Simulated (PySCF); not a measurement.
C4H7F4Si (doublet state).
Atom-mapped SMILES: `[CH3:1][CH:2][C@@H:3]([CH2:4][F:5])[Si:6]([F:7])([F:8])[F:9]` (hydrogens: H10, H11, H12 on C1; H13 on C2; H14 on C3; H15, H16 on C4)

Geometry (GFN2-xTB, Å), atoms numbered from 1 in this order:
```xyz
16
C4H7F4Si angstrom
C      2.147   -0.480    0.066
C      0.879    0.183   -0.291
C     -0.297    0.161    0.621
C     -0.973    1.527    0.742
F     -0.126    2.409    1.364
Si    -1.442   -1.148   -0.120
F     -0.748   -2.573   -0.176
F     -2.842   -1.417    0.590
F     -1.839   -0.801   -1.616
H      2.744   -0.685   -0.820
H      2.748    0.157    0.728
H      1.964   -1.413    0.600
H      0.830    0.807   -1.166
H      0.028   -0.145    1.621
H     -1.204    1.950   -0.240
H     -1.879    1.478    1.354
```

The hyperfine couplings belong to this conformer and change with its torsions.

Theory: UKS B3LYP, pcH-1 on C F H Si, non-relativistic, mean-field spin-orbit, GIAO (PySCF). One conformer (not necessarily the lowest) at the GFN2-xTB geometry, without solvent, vibrations or thermal averaging. A GFN2-xTB geometry isn't a minimum of the functional, and hyperfine couplings can be far from their values at a DFT geometry. No stability test was run, so a lower SCF solution isn't excluded.

Give the principal g shifts and their parts.

```csv
Δg (ppm),1,2,3
relativistic mass correction,-157,-157,-157
gauge correction,4,31,17
orbital Zeeman/spin–orbit,126,376,1691
total,-27,250,1551
```

So g = 2.00229, 2.00257, 2.00387 and g_iso = 2.00291; the tensor is rhombic: the two nearest values differ by 17 % of g3 − g1. Axes: g2 points within 9° of the C2–C3 bond.

At 34.09 GHz, how far is the centre of the isotropic spectrum from where a free electron (g = 2.002319) resonates?

B = hν/(g μB) with μB/h = 13.99624 MHz/mT gives 1216.42 mT for the free electron and 1216.06 mT at g_iso, 0.36 mT lower.

How much does each term add to the isotropic shift?

The orbital-Zeeman/spin–orbit term 731, the mass correction -157 and the gauge correction 18 ppm, for a total of 591 ppm. The orbital-Zeeman/spin–orbit term is the largest in size. The mass correction is the same along every axis, so the anisotropy comes from the other two: their spans along these axes are 27 (gauge) and 1565 ppm (orbital Zeeman/spin–orbit).

In a frozen sample, at which fields do the three g values resonate at 9.5, 34, 94 and 263 GHz (hyperfine left aside), and which band first spreads them over more than twice a line width of 1.0 mT?

```json
{"band": "X", "GHz": "9.5", "B(g3) mT": "338.72", "B(g2) mT": "338.94", "B(g1) mT": "338.99", "spread mT": "0.27"}
{"band": "Q", "GHz": "34.0", "B(g3) mT": "1212.27", "B(g2) mT": "1213.05", "B(g1) mT": "1213.22", "spread mT": "0.96"}
{"band": "W", "GHz": "94.0", "B(g3) mT": "3351.56", "B(g2) mT": "3353.74", "B(g1) mT": "3354.20", "spread mT": "2.64"}
{"band": "J", "GHz": "263.0", "B(g3) mT": "9377.23", "B(g2) mT": "9383.33", "B(g1) mT": "9384.62", "spread mT": "7.39"}
```

The spread grows in proportion to the frequency. W band is the first where it exceeds 2.0 mT.

Largest spin populations (Mulliken): C2 (+0.99), C1 (-0.08), C3 (-0.07) and H11 (+0.06). No atom but C2 exceeds +0.15. The angles at C2 add up to 359.5°, so it is planar; its axial dipolar tensor and the negative coupling of its proton fit spin in a p orbital normal to that plane.

The HOMO–LUMO gaps are 6.41 eV among the α and 7.51 eV among the β orbitals.
